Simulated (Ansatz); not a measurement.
Isolated molecules relaxed with PBE0-D4/def2-TZVP in Ansatz; ΔE leaves out vibrations. CCSD(T)/CBS adds triple-zeta CCSD(T) − MP2 to the extrapolated MP2 energy (def2 sets, frozen cores). This one scheme is used for every species. DFT in def2-TZVPP. B3LYP here is the variant with VWN-RPA as its local correlation; programs differ in this. One conformer a species, not always the lowest.

`CC(S)N[SiH3]` + `O[SiH](O)[SiH3]` → `O[SiH]([SiH3])O[SiH3]` + `CC(N)S`  (ligand exchange at the Si–N bond)

```
             level  ΔE (kcal/mol)  difference from CCSD(T)/CBS
            PBE-D4           -8.7                          2.5
         r2SCAN-D4          -10.5                          0.7
           PBE0-D4           -9.9                          1.3
          B3LYP-D4          -11.0                          0.2
           ωB97X-V          -11.0                          0.2
           ωB97M-V          -10.8                          0.4
            B2PLYP          -11.2                          0.0
               PBE           -8.9                          2.3
            r2SCAN          -10.6                          0.6
              PBE0          -10.0                          1.2
             B3LYP          -11.3                         -0.1
     HF/def2-TZVPP          -14.7                         -3.5
    MP2/def2-TZVPP          -10.5                          0.7
SCS-MP2/def2-TZVPP          -11.5                         -0.3
   CCSD/def2-TZVPP          -11.7                         -0.5
CCSD(T)/def2-TZVPP          -11.1                          0.1
     HF/def2-QZVPP          -15.2                         -4.0
    MP2/def2-QZVPP          -10.7                          0.5
SCS-MP2/def2-QZVPP          -11.7                         -0.5
      HF/CBS(def2)          -15.2                         -4.0
     MP2/CBS(def2)          -10.6                          0.6
    CCSD/CBS(def2)          -11.8                         -0.6
       CCSD(T)/CBS          -11.2                            0
```

Largest T1 diagnostic among the species: 0.013.

From PBE to PBE0 (25 % exact exchange), in def2-TZVPP and without D4, ΔE moves by −1.1 kcal/mol. In def2-TZVPP, CCSD(T) changes the Hartree–Fock value by +3.7 kcal/mol (the triples alone add +0.6 kcal/mol) and MP2 by +4.3 kcal/mol.
